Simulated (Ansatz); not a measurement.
Si43H56, a nanocrystal cut from cubic silicon. The state is a singlet with charge 0. Geometry PBE-D4/def2-SVP.

```xyz
99

Si    0.404   -1.189   -5.805
Si    3.012   -4.119   -5.663
Si    3.682   -0.739   -4.238
Si    3.156   -3.791   -1.808
Si   -2.228    1.706   -5.873
Si    1.107    2.073   -4.302
Si   -2.117    1.775   -2.013
Si    0.007   -4.340    0.188
Si   -2.897   -1.251    0.084
Si    0.495   -1.031   -1.880
Si    3.807   -0.465   -0.018
Si    1.143    2.305   -0.112
Si    0.535   -0.865    1.952
Si    3.196   -3.623    2.063
Si    3.770   -0.374    4.211
Si    3.132   -3.617    5.934
Si   -4.738    4.590   -2.114
Si   -1.463    5.102   -0.205
Si   -4.697    4.758    1.809
Si   -2.076    1.943    1.895
Si    1.194    2.436    4.082
Si   -2.108    2.209    5.747
Si    0.525   -0.683    5.876
Si    0.761   -3.506   -6.042
Si   -1.857   -0.611   -6.143
Si    1.409   -0.228   -3.896
Si    0.844   -3.352   -1.774
Si    4.054   -3.030   -3.845
Si    4.159   -2.788    0.077
Si   -1.806   -0.551   -1.877
Si   -4.413    2.259   -2.199
Si   -1.158    2.632   -3.983
Si   -1.159    2.774   -0.108
Si    0.884   -3.188    2.039
Si   -1.766   -0.386    1.954
Si    1.503   -0.013   -0.015
Si    1.489    0.109    3.871
Si    0.889   -2.971    6.306
Si    4.135   -2.690    4.008
Si   -4.368    2.443    2.086
Si   -3.769    5.565   -0.200
Si   -1.729   -0.076    6.209
Si   -1.077    2.968    3.763
H     1.153   -0.551   -6.955
H     3.771   -3.716   -6.904
H     3.121   -5.617   -5.522
H     3.961   -0.474   -5.699
H     4.595    0.145   -3.431
H     3.357   -5.288   -1.729
H    -1.628    2.371   -7.088
H    -3.708    1.998   -5.870
H     1.430    2.285   -5.764
H     2.048    2.927   -3.498
H     0.516   -5.761    0.244
H    -1.498   -4.381    0.206
H    -4.298   -0.687    0.074
H    -3.005   -2.751    0.149
H     4.426    0.109   -1.265
H     4.448    0.213    1.164
H     1.774    2.865   -1.359
H     1.801    2.972    1.067
H     3.398   -5.122    2.109
H     4.666    0.437    3.315
H     4.076    0.015    5.639
H     3.238   -5.123    5.920
H     3.918   -3.111    7.120
H    -4.081    5.193   -3.331
H    -6.210    4.918   -2.168
H    -0.818    5.637   -1.460
H    -0.791    5.742    0.985
H    -6.168    5.091    1.866
H    -4.015    5.463    2.957
H     2.117    3.216    3.186
H     1.548    2.775    5.512
H    -3.588    2.501    5.749
H    -1.484    2.976    6.888
H     1.297    0.051    6.951
H     0.412   -3.882   -7.463
H    -0.163   -4.271   -5.135
H    -2.216   -0.981   -7.563
H    -2.751   -1.406   -5.232
H     0.195   -4.003   -2.971
H     5.533   -3.338   -3.895
H     5.640   -3.089    0.075
H    -2.450   -1.221   -3.066
H    -4.898    1.732   -3.528
H    -5.208    1.582   -1.117
H    -1.354    4.131   -4.015
H     0.261   -3.732    3.301
H    -2.385   -0.950    3.209
H    -0.054   -3.809    5.488
H     0.570   -3.223    7.761
H     5.615   -2.994    4.054
H    -5.183    1.675    1.081
H    -4.825    2.030    3.463
H    -3.996    7.059   -0.262
H    -2.642   -0.945    5.388
H    -2.058   -0.322    7.662
H    -1.275    4.464    3.669
```

Single mean-field runs in 6-31G, def2-SVP, def2-mTZVP are fitted with def2-universal-jkfit.

Problem. Estimate the orbital energies around the gap (eV) in Ansatz with HF/6-31G, PBE-D4/def2-SVP, r2SCAN-D4/def2-SVP, r2SCAN-D4/def2-mTZVP, PBE0-D4/def2-SVP.

Solution. 
```json
{"orbital": "HOMO−9", "HF/6-31G": "-9.58", "PBE-D4/def2-SVP": "-6.49", "r2SCAN-D4/def2-SVP": "-6.78", "r2SCAN-D4/def2-mTZVP": "-6.78", "PBE0-D4/def2-SVP": "-7.49"}
{"orbital": "HOMO−8", "HF/6-31G": "-9.58", "PBE-D4/def2-SVP": "-6.48", "r2SCAN-D4/def2-SVP": "-6.77", "r2SCAN-D4/def2-mTZVP": "-6.78", "PBE0-D4/def2-SVP": "-7.49"}
{"orbital": "HOMO−7", "HF/6-31G": "-9.52", "PBE-D4/def2-SVP": "-6.47", "r2SCAN-D4/def2-SVP": "-6.76", "r2SCAN-D4/def2-mTZVP": "-6.75", "PBE0-D4/def2-SVP": "-7.45"}
{"orbital": "HOMO−6", "HF/6-31G": "-9.40", "PBE-D4/def2-SVP": "-6.39", "r2SCAN-D4/def2-SVP": "-6.67", "r2SCAN-D4/def2-mTZVP": "-6.67", "PBE0-D4/def2-SVP": "-7.37"}
{"orbital": "HOMO−5", "HF/6-31G": "-9.32", "PBE-D4/def2-SVP": "-6.34", "r2SCAN-D4/def2-SVP": "-6.62", "r2SCAN-D4/def2-mTZVP": "-6.62", "PBE0-D4/def2-SVP": "-7.31"}
{"orbital": "HOMO−4", "HF/6-31G": "-9.30", "PBE-D4/def2-SVP": "-6.33", "r2SCAN-D4/def2-SVP": "-6.60", "r2SCAN-D4/def2-mTZVP": "-6.61", "PBE0-D4/def2-SVP": "-7.31"}
{"orbital": "HOMO−3", "HF/6-31G": "-9.22", "PBE-D4/def2-SVP": "-6.27", "r2SCAN-D4/def2-SVP": "-6.54", "r2SCAN-D4/def2-mTZVP": "-6.55", "PBE0-D4/def2-SVP": "-7.25"}
{"orbital": "HOMO−2", "HF/6-31G": "-9.13", "PBE-D4/def2-SVP": "-6.25", "r2SCAN-D4/def2-SVP": "-6.53", "r2SCAN-D4/def2-mTZVP": "-6.53", "PBE0-D4/def2-SVP": "-7.22"}
{"orbital": "HOMO−1", "HF/6-31G": "-9.01", "PBE-D4/def2-SVP": "-6.14", "r2SCAN-D4/def2-SVP": "-6.41", "r2SCAN-D4/def2-mTZVP": "-6.41", "PBE0-D4/def2-SVP": "-7.10"}
{"orbital": "HOMO", "HF/6-31G": "-8.74", "PBE-D4/def2-SVP": "-6.01", "r2SCAN-D4/def2-SVP": "-6.26", "r2SCAN-D4/def2-mTZVP": "-6.26", "PBE0-D4/def2-SVP": "-6.93"}
{"orbital": "LUMO", "HF/6-31G": "1.29", "PBE-D4/def2-SVP": "-2.44", "r2SCAN-D4/def2-SVP": "-2.38", "r2SCAN-D4/def2-mTZVP": "-2.39", "PBE0-D4/def2-SVP": "-1.85"}
{"orbital": "LUMO+1", "HF/6-31G": "1.30", "PBE-D4/def2-SVP": "-2.41", "r2SCAN-D4/def2-SVP": "-2.37", "r2SCAN-D4/def2-mTZVP": "-2.36", "PBE0-D4/def2-SVP": "-1.81"}
{"orbital": "LUMO+2", "HF/6-31G": "1.49", "PBE-D4/def2-SVP": "-2.32", "r2SCAN-D4/def2-SVP": "-2.26", "r2SCAN-D4/def2-mTZVP": "-2.28", "PBE0-D4/def2-SVP": "-1.70"}
{"orbital": "LUMO+3", "HF/6-31G": "1.52", "PBE-D4/def2-SVP": "-2.29", "r2SCAN-D4/def2-SVP": "-2.23", "r2SCAN-D4/def2-mTZVP": "-2.23", "PBE0-D4/def2-SVP": "-1.67"}
{"orbital": "LUMO+4", "HF/6-31G": "1.68", "PBE-D4/def2-SVP": "-2.19", "r2SCAN-D4/def2-SVP": "-2.13", "r2SCAN-D4/def2-mTZVP": "-2.14", "PBE0-D4/def2-SVP": "-1.58"}
{"orbital": "LUMO+5", "HF/6-31G": "1.70", "PBE-D4/def2-SVP": "-2.07", "r2SCAN-D4/def2-SVP": "-2.01", "r2SCAN-D4/def2-mTZVP": "-2.03", "PBE0-D4/def2-SVP": "-1.43"}
```
